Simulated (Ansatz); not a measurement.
`C=C(N)[SiH3]` + HCl → `C=C(N)Cl` + SiH₄  (substitution at a C–Si bond)

Program: Ansatz. Geometries: PBE0-D4/def2-TZVP. ΔE: electronic, gas phase. CCSD(T)/CBS is the MP2 limit (def2-TZVPP, def2-QZVPP) plus CCSD(T) − MP2 in def2-TZVPP, frozen cores. This one scheme is used for every species. Functionals use def2-TZVPP. B3LYP here is the variant with VWN-RPA as its local correlation; programs differ in this. HSE06 is defined as in plane-wave codes. Each species was taken in one conformer, which may not be the lowest.

`C=C(N)[SiH3]`:

Z-matrix (Å, degrees):
```
Si
C 1 1.873
H 1 1.491 2 109.5
H 1 1.487 2 111.1 3 118.3
H 1 1.483 2 109.2 3 -120.2
N 2 1.386 1 116.8 3 -53.8
C 2 1.339 1 119.2 3 130.9
H 6 1.007 2 116.5 1 34.0
H 6 1.009 2 115.9 1 169.6
H 7 1.081 2 120.9 1 -0.8
H 7 1.088 2 122.0 1 178.2
```

HCl:

Cartesian coordinates in Å:
```
Cl 0.020 -0.628 -0.116
H -0.020 0.628 0.116
```

`C=C(N)Cl`:

```xyz
8

C     1.061    0.559    0.199
C     0.094   -0.224   -0.270
N    -1.135   -0.471    0.302
Cl    0.334   -1.151   -1.715
H     2.024    0.604   -0.284
H     0.895    1.151    1.091
H    -1.881   -0.648   -0.352
H    -1.391    0.180    1.028
```

SiH₄:

```xyz
5

Si    0.000    0.000    0.000
H    -0.479   -0.681   -1.229
H    -1.032    0.958    0.469
H     1.256    0.733   -0.298
H     0.255   -1.010    1.058
```

```csv
level,ΔE (kJ/mol),difference from CCSD(T)/CBS
PBE-D4,40.1,-7.9
BLYP-D4,41.0,-7.0
r2SCAN-D4,40.4,-7.6
B97M-V,40.0,-8.0
PBE0-D4,42.8,-5.2
B3LYP-D4,43.2,-4.8
r2SCANh-D4,41.5,-6.5
r2SCAN0-D4,42.9,-5.1
HSE06-D4,42.7,-5.3
BHLYP-D4,45.9,-2.1
CAM-B3LYP-D4,43.2,-4.8
ωB97X-V,41.5,-6.5
ωB97M-V,44.2,-3.8
B2PLYP,42.2,-5.8
PBE-QIDH,44.0,-4.0
revPBE,36.9,-11.1
BLYP,36.5,-11.5
r2SCAN,39.6,-8.4
PBE0,40.5,-7.5
B3LYP,39.4,-8.6
r2SCANh,40.6,-7.4
r2SCAN0,41.9,-6.1
BHLYP,42.3,-5.7
CAM-B3LYP,40.7,-7.3
LC-ωPBE,42.6,-5.4
RPA@PBE/def2-TZVPP,44.3,-3.7
HF/def2-SVP,43.4,-4.6
MP2/def2-SVP,40.4,-7.6
CCSD/def2-SVP,41.4,-6.6
CCSD(T)/def2-SVP,40.8,-7.2
HF/def2-TZVPP,42.6,-5.4
MP2/def2-TZVPP,45.5,-2.5
SCS-MP2/def2-TZVPP,43.5,-4.5
CCSD/def2-TZVPP,47.8,-0.2
CCSD(T)/def2-TZVPP,46.9,-1.1
HF/def2-QZVPP,43.1,-4.9
SCS-MP2/def2-QZVPP,44.6,-3.4
HF/CBS(def2),43.2,-4.8
MP2/CBS(def2),46.6,-1.4
CCSD/CBS(def2),48.8,0.8
CCSD(T)/CBS,48.0,0
```

Largest T1 diagnostic among the species: 0.012.

Leaving LDA and LC-ωPBE aside and taking each functional with its dispersion term where it has one, the values spread over 5.9 kJ/mol, from B97M-V to BHLYP-D4. From BLYP to BHLYP (50 % exact exchange), in def2-TZVPP and without D4, ΔE moves by +5.7 kJ/mol. The D4 term adds +3.8 kJ/mol with B3LYP and +2.3 kJ/mol with PBE0; it sums over pairs of atoms, weighted by their polarisabilities, and B3LYP, whose exchange is more repulsive, gets the larger term.
